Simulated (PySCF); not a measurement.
As₄, charge +1, quartet, at the geometry of the source list (a state made from the parent by changing its charge; the spin is typed, not shown lowest); DF-TPSS/cc-pVDZ (PySCF).

PySCF was given this input:
```python
from pyscf import gto, scf, dft

mol = gto.M(
    atom='''
As   -0.982900    0.090400   -1.077400
As    0.665900    1.290500    0.161300
As    0.991200   -1.021800   -0.329400
As   -0.674200   -0.359100    1.245600
''',
    basis='cc-pvdz',
    charge=1,
    spin=3,
    verbose=4,
)

mf = dft.UKS(mol)
mf.xc = 'tpss'
mf = mf.density_fit(auxbasis='def2-universal-jkfit')
mf.kernel()
```

Q: Predict the main parts of the log of this PySCF run.

A: 
```
PySCF version 2.14.0

[INPUT] verbose = 4
[INPUT] num. atoms = 4
[INPUT] num. electrons = 131
[INPUT] charge = 1
[INPUT] spin (= nelec alpha-beta = 2S) = 3
[INPUT] symmetry False subgroup None
[INPUT] Mole.unit = angstrom
[INPUT] Symbol           X                Y                Z      unit          X                Y                Z       unit  Magmom
[INPUT]  1 As    -0.982900000000   0.090400000000  -1.077400000000 AA   -1.857411807835   0.170831241661  -2.035990926606 Bohr   0.0
[INPUT]  2 As     0.665900000000   1.290500000000   0.161300000000 AA    1.258368626348   2.438691563751   0.304812823892 Bohr   0.0
[INPUT]  3 As     0.991200000000  -1.021800000000  -0.329400000000 AA    1.873096534669  -1.930922154081  -0.622475785432 Bohr   0.0
[INPUT]  4 As    -0.674200000000  -0.359100000000   1.245600000000 AA   -1.274053353182  -0.678600651331   2.353842860758 Bohr   0.0

nuclear repulsion = 1449.09864795541
number of shells = 24
number of NR pGTOs = 308
number of NR cGTOs = 108
basis = cc-pvdz
ecp = {}

******** <class 'pyscf.df.df_jk.DFUKS'> ********
method = DFUKS
initial guess = minao
damping factor = 0
level_shift factor = 0
DIIS = <class 'pyscf.scf.diis.CDIIS'>
diis_start_cycle = 1
diis_space = 8
diis_damp = 0
SCF conv_tol = 1e-09
SCF conv_tol_grad = None
SCF max_cycles = 50
direct_scf = False
number electrons alpha = 67  beta = 64
XC library pyscf.dft.libxc version 7.1.2
    S. Lehtola, C. Steigemann, M. J. T. Oliveira, and M. A. L. Marques,  SoftwareX 7, 1–5 (2018)
XC functionals = tpss
    J. Tao, J. P. Perdew, V. N. Staroverov, and G. E. Scuseria,  Phys. Rev. Lett. 91, 146401 (2003)
    J. P. Perdew, J. Tao, V. N. Staroverov, and G. E. Scuseria,  J. Chem. Phys. 120, 6898 (2004)
    J. Tao, J. P. Perdew, V. N. Staroverov, and G. E. Scuseria,  Phys. Rev. Lett. 91, 146401 (2003)
    J. P. Perdew, J. Tao, V. N. Staroverov, and G. E. Scuseria,  J. Chem. Phys. 120, 6898 (2004)
radial grids:
    Treutler-Ahlrichs [JCP 102, 346 (1995); DOI:10.1063/1.469408] (M4) radial grids

becke partition: Becke, JCP 88, 2547 (1988); DOI:10.1063/1.454033
pruning grids: <function nwchem_prune>
grids dens level: 3
symmetrized grids: False
atomic radii adjust function: <function treutler_atomic_radii_adjust>
small_rho_cutoff = 0
Set gradient conv threshold to 3.16228e-05
tot grids = 81696
init E= -8941.22535924016

cycle= 1 E= -8942.82123220253  delta_E= -1.6  |g|= 0.18  |ddm|=    2

cycle= 2 E= -8942.62943047479  delta_E= 0.192  |g|= 0.48  |ddm|= 1.86

cycle= 3 E= -8942.80543129941  delta_E= -0.176  |g|= 0.211  |ddm|= 1.79

cycle= 4 E= -8942.83712902613  delta_E= -0.0317  |g|= 0.0842  |ddm|= 0.817

cycle= 5 E= -8942.82807073879  delta_E= 0.00906  |g|= 0.126  |ddm|= 1.09

cycle= 6 E= -8942.84329274849  delta_E= -0.0152  |g|= 0.0358  |ddm|= 0.793

cycle= 7 E= -8942.84422693113  delta_E= -0.000934  |g|= 0.0227  |ddm|= 0.248

cycle= 8 E= -8942.84471752508  delta_E= -0.000491  |g|= 0.00819  |ddm|= 0.0858

cycle= 9 E= -8942.84476855109  delta_E= -5.1e-05  |g|= 0.00484  |ddm|= 0.0326

cycle= 10 E= -8942.84478710414  delta_E= -1.86e-05  |g|= 0.00184  |ddm|= 0.0118

cycle= 11 E= -8942.84478919885  delta_E= -2.09e-06  |g|= 0.00152  |ddm|= 0.0115

cycle= 12 E= -8942.84479132315  delta_E= -2.12e-06  |g|= 0.000341  |ddm|= 0.00255

cycle= 13 E= -8942.84479158071  delta_E= -2.58e-07  |g|= 0.000248  |ddm|= 0.0032

cycle= 14 E= -8942.84479181293  delta_E= -2.32e-07  |g|= 0.00024  |ddm|= 0.00406

cycle= 15 E= -8942.84479208247  delta_E= -2.7e-07  |g|= 9.37e-05  |ddm|= 0.00684

cycle= 16 E= -8942.8447921009  delta_E= -1.84e-08  |g|= 4.37e-05  |ddm|= 0.00142

cycle= 17 E= -8942.84479210834  delta_E= -7.44e-09  |g|= 2.02e-05  |ddm|= 0.00145

cycle= 18 E= -8942.8447921084  delta_E= -5.28e-11  |g|= 1.2e-05  |ddm|= 0.000172

Extra cycle  E= -8942.84479210649  delta_E= 1.91e-09  |g|= 4.71e-05  |ddm|= 0.000181
converged SCF energy = -8942.84479210649  <S^2> = 3.7591032  2S+1 = 4.004549
```
